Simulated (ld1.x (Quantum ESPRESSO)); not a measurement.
Logarithmic derivatives: aluminium (Al), ultrasoft

ld1.x (Quantum ESPRESSO) 7.5 input, shortened:

```
&input
   title='Al', zed=13., rel=1, dft='PBE', iswitch=3,
   config='[Ne] 3s2 3p0 3d-2'
 /
 &inputp
   pseudotype=3, tm=.true., lloc=-1, rcloc=1.10,
   nlcc=.true., new_core_ps=.true., rcore=0.50,
   which_augfun='PSQ', rmatch_augfun_nc=.true.
 /
6
2S  1  0   2.00   0.00  1.15  1.20  0.0
3S  2  0   2.00   0.00  1.15  1.20  0.0
2P  2  1   6.00   0.00  1.05  1.10  0.0
3P  3  1   0.00   0.00  1.05  1.10  0.0
3D  3  2  -2.00   0.05  0.90  1.20  0.0
3D  3  2  -2.00   1.35  0.90  1.20  0.0
 &test
   configts(1)='2s2 2p6 3s2 3p0'
 /
```

The phase is arctan(r·u′/u) with u = r·R(r), unwrapped; energies in Ry, scanned from -11 to 5 Ry. A pole is an energy at which the radial function vanishes at the test radius. The pseudo phase is shifted by a multiple of π to meet the all-electron one at the reference energy, and phase errors are pseudo minus all-electron; the curves can meet again beyond the range given. Levels narrower than the energy grid can be missing from the lists of poles.

```csv
channel,radius (bohr),reference energy (Ry),"poles, all-electron","poles, pseudo",unbroken range about the reference energy with phases within 0.05 rad,phase error 1 Ry above the reference energy (rad)
s,1.30,-1.09,-7.97,-7.98,below 1.4,-0.003
p,1.30,-0.67,-5.13,-5.13,the whole range,-0.000
d,1.30,0.05,none,none,the whole range,+0.000
```

Phases in the s channel:

```tsv
E (Ry)	all-electron	pseudo
-11.00	1.204	1.196
-10.76	1.183	1.174
-10.52	1.156	1.146
-10.28	1.120	1.110
-10.04	1.070	1.058
-9.80	0.994	0.980
-9.56	0.864	0.848
-9.32	0.607	0.587
-9.08	0.032	0.013
-8.84	-0.768	-0.773
-8.60	-1.215	-1.214
-8.36	-1.417	-1.418
-8.12	-1.526	-1.527
-7.88	-1.593	-1.595
-7.64	-1.639	-1.642
-7.40	-1.673	-1.676
-7.16	-1.700	-1.703
-6.92	-1.722	-1.725
-6.68	-1.740	-1.744
-6.44	-1.756	-1.760
-6.20	-1.771	-1.775
-5.96	-1.784	-1.788
-5.72	-1.797	-1.800
-5.48	-1.808	-1.812
-5.24	-1.820	-1.824
-5.00	-1.831	-1.835
-4.76	-1.842	-1.846
-4.52	-1.853	-1.857
-4.28	-1.865	-1.868
-4.04	-1.876	-1.879
-3.80	-1.888	-1.891
-3.56	-1.900	-1.902
-3.32	-1.912	-1.915
-3.08	-1.925	-1.927
-2.84	-1.939	-1.941
-2.60	-1.954	-1.955
-2.36	-1.969	-1.970
-2.12	-1.986	-1.987
-1.88	-2.004	-2.004
-1.64	-2.023	-2.023
-1.40	-2.043	-2.044
-1.16	-2.066	-2.066
-0.92	-2.091	-2.091
-0.68	-2.118	-2.119
-0.44	-2.148	-2.149
-0.20	-2.182	-2.184
0.04	-2.220	-2.224
0.28	-2.262	-2.269
0.52	-2.310	-2.321
0.76	-2.364	-2.381
1.00	-2.426	-2.452
1.24	-2.496	-2.535
1.48	-2.577	-2.633
1.72	-2.668	-2.749
1.96	-2.771	-2.883
2.20	-2.886	-3.036
2.44	-3.011	-3.203
2.68	-3.144	-3.377
2.92	-3.280	-3.548
3.16	-3.415	-3.708
3.40	-3.544	-3.851
3.64	-3.664	-3.975
3.88	-3.772	-4.081
4.12	-3.868	-4.172
4.36	-3.953	-4.249
4.60	-4.028	-4.315
4.84	-4.093	-4.372
```
